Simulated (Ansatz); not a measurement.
Two shapes of singlet BF₄(-).

Shape 1:

```xyz
5

B    -0.0204    0.0083   -0.0449
F     0.8525    0.7906    0.7921
F     0.8563   -0.7921   -0.8034
F    -0.7952    0.8187   -0.7633
F    -0.8248   -0.7985    0.7639
```

Shape 2:

```xyz
5

B     0.0070    0.0071   -0.0010
F     0.8183    0.8159    0.8123
F     0.8022   -0.8149   -0.8140
F    -0.8062    0.8043   -0.8172
F    -0.8103   -0.8012    0.8144
```

Basis set: STO-3G (spherical functions). Left uncorrelated: 5 orbitals. Charge -1, multiplicity 1.

Computed with Ansatz (development build ahead of 0.2.0); each method stands on the lowest determinant of its kind that the runs found.

**Question.** Which shape is lower in energy, and by how much in each method?

**Answer.**

```csv
method,E(2) − E(1) (eV)
RHF,-0.154
RHF-MP2,-0.176
```

Shape 2 is lower. Caution: no diffuse functions for an anion.
